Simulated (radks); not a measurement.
Values are calculated unless marked as measured or tabulated.
Q: All-electron atom: Ti IV in [Ar] 3d1. Code: a radial shooting solver on a logarithmic mesh with Libxc functionals. Model: scalar-relativistic Kohn-Sham, PBEsol, spin-polarised, spherical densities, finite nucleus; open shells are filled with parallel spins first; Fermi nuclear charge, rms radius 3.5921 fm. Some entries of the table are withheld. Estimate them.

| orbital | occ. | eigenvalue (Ry) | r(max) (bohr) | <r^2> (bohr^2) |
|---|---|---|---|---|
| 1s down | 1 | -359.8723 | 0.04559 | 0.006524 |
| 1s up | 1 | -359.8717 | 0.04559 | 0.006524 |
| 2s up | 1 | -41.91785 | 0.2692 | 0.1252 |
| 2s down | 1 | -41.88985 | 0.2691 | 0.1250 |
| 2p up | 3 | -35.12719 | 0.2197 | 0.1039 |
| 2p down | 3 | -35.10555 | 0.2196 | 0.1037 |
| 3s up | 1 | (1) | (2) | 1.134 |
| 3s down | 1 | (3) | (4) | 1.135 |
| 3p up | 3 | -5.24185 | (5) | 1.306 |
| 3p down | 3 | -5.16061 | (6) | 1.308 |
| 3d up | 1 | -2.58267 | 0.9232 | 1.946 |
| 3d down | 0 | -2.50360 | 0.9248 | 1.970 |

A: 
(1) 3s up eigenvalue (Ry): -7.00804
(2) 3s up r(max) (bohr): 0.8652
(3) 3s down eigenvalue (Ry): -6.92612
(4) 3s down r(max) (bohr): 0.8653
(5) 3p up r(max) (bohr): 0.8936
(6) 3p down r(max) (bohr): 0.8937
